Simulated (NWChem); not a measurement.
System: C4H2ClF; SMILES C#C/C(Cl)=C\F

Here is an NWChem input.

```
start job
memory heap 200 mb stack 900 mb global 1100 mb
geometry units angstroms noautosym nocenter noautoz
  C      2.413093     0.660686     0.000000
  C      1.247366     0.337413     0.000000
  C     -0.104748    -0.072063     0.000000
  Cl    -0.435275    -1.805829     0.000000
  C     -1.154974     0.761478     0.000000
  F     -0.984197     2.086610     0.000000
  H      3.436169     0.961672     0.000000
  H     -2.192534     0.448092     0.000000
end
basis spherical
  * library pcsseg-1
end
dft
  xc pbe0
  iterations 150
end
property
  shielding
  efieldgrad
end
task dft property
```

Coordinates come from a B3LYP/6-31G* (spherical d) optimisation.

GIAO values for the isolated, static molecule; σ is the absolute isotropic shielding, δ = σ(reference) − σ with the isolated reference molecule computed at the same levels (13C: tetramethylsilane, 19F: trichlorofluoromethane, 1H: tetramethylsilane).

Atoms are numbered as in the input.

Question: Give the results of this calculation. (PBE0/pcSseg-1, GIAO.) Quantities: δ C1 (ppm); δ C2 (ppm); δ C3 (ppm); σ Cl4 (ppm); δ C5 (ppm); δ F6 (ppm); δ H7 (ppm).

Answer: 
- δ C1 (ppm): 101.4
- δ C2 (ppm): 76.3
- δ C3 (ppm): 117.5
- σ Cl4 (ppm): 732.1
- δ C5 (ppm): 168.1
- δ F6 (ppm): -113.5
- δ H7 (ppm): 3.73
